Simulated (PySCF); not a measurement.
ReO3, SMILES [Re+](=[O])(=[O])=[O], charge +1, multiplicity 1. Atoms are numbered in the order given.

```xyz
4

Re     0.0000     0.0000     0.1583
O      1.3322     0.7692    -0.4948
O      0.0000    -1.5383    -0.4948
O     -1.3322     0.7692    -0.4948
```
Charge +1, spin multiplicity 1.

Coordinates come from a PBE0-D3(BJ)/def2-TZVP optimisation. The spin state was assumed, not searched. The isomer is the one that the SMILES or the coordinates give; other isomers of the formula were not compared. The def2 effective core potentials stand for the cores of Re; spin–orbit coupling is left out.

Method: B3LYP/def2-TZVPD in PySCF.

Symmetry labels are those of the subgroup Cs that the program uses (full group C3v).

Computed valence orbital energies around the gap with their symmetry:
```tsv
orbital	symmetry	energy (eV)
HOMO−7	A"	-20.40
HOMO−6	A'	-19.75
HOMO−5	A'	-19.72
HOMO−4	A"	-19.72
HOMO−3	A'	-17.61
HOMO−2	A"	-16.65
HOMO−1	A'	-16.65
HOMO	A"	-16.34
LUMO	A'	-12.57
LUMO+1	A'	-10.36
LUMO+2	A"	-10.36
LUMO+3	A'	-7.63
```
